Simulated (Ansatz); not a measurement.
Ansatz (an electronic-structure program) input:

Ansatz 0.2 input:
```yaml
crystal:
  periodic: [false, false, false]
  atoms:
    - {symbol: O, position_ang: [-0.00000000, -0.00000000, -1.03556991]}
    - {symbol: Si, position_ang: [0.00000000, 0.00000000, 0.45356387]}
    - {symbol: H, position_ang: [0.00000000, 0.00000000, 1.93466511]}
basis:
  gaussian:
    orbitals: def2-TZVP
hamiltonian:
  xc: b3lyp
  dispersion: d3bj
total_charge: 1
phonons: {temperatures: {t_min: 298.15, t_max: 298.15, t_step: 100}}
```

Task: Predict the final energy.

Result: -364.99777 Eh (B3LYP-D3(BJ)/def2-TZVP). The basis has 74 functions.
